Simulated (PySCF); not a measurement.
# How methods differ on the excitation energy of Bi

Bi [Xe] 4f14 5d10 6s2 6p3 (4S) → Bi [Xe] 4f14 5d10 6s2 6p2 6d1 (high-spin determinant), as a difference of total energies. Computed with PySCF 2.14 in aug-cc-pVTZ-PP with one added diffuse shell each of d, f type with ECP60MDF (6s5p5d3f, 67 functions), with scalar relativity through the core potential. Correlated levels: valence: 5s2 5p6 5d10 frozen. The calculations carry no spin-orbit coupling.

```csv
method,excitation energy (eV)
UHF,6.546
LDA,6.513
PBE,6.321
PBE0,6.511
r2SCAN,6.731
B97-3,6.383
MN15,6.899
wB97M-V,6.703
PW91,6.372
MP2 (valence),6.742
SCS-MP2 (valence),6.684
```

Question: How much does correlation contribute at MP2 (valence)?

Answer: 6.742 − (6.546) = 0.196 eV, measured against UHF.

Spin-orbit coupling is strong in these open shells (close to jj coupling). The scalar numbers leave it out and a first-order estimate fails, so it can dominate the gap to the real levels.

The promoted electron is Rydberg-like, and one or two diffuse shells describe it only roughly, which tends to raise the upper state.

The determinant of the upper state mixes LS terms, which raises its energy above the lowest term, most at the Hartree-Fock and MP2 levels.
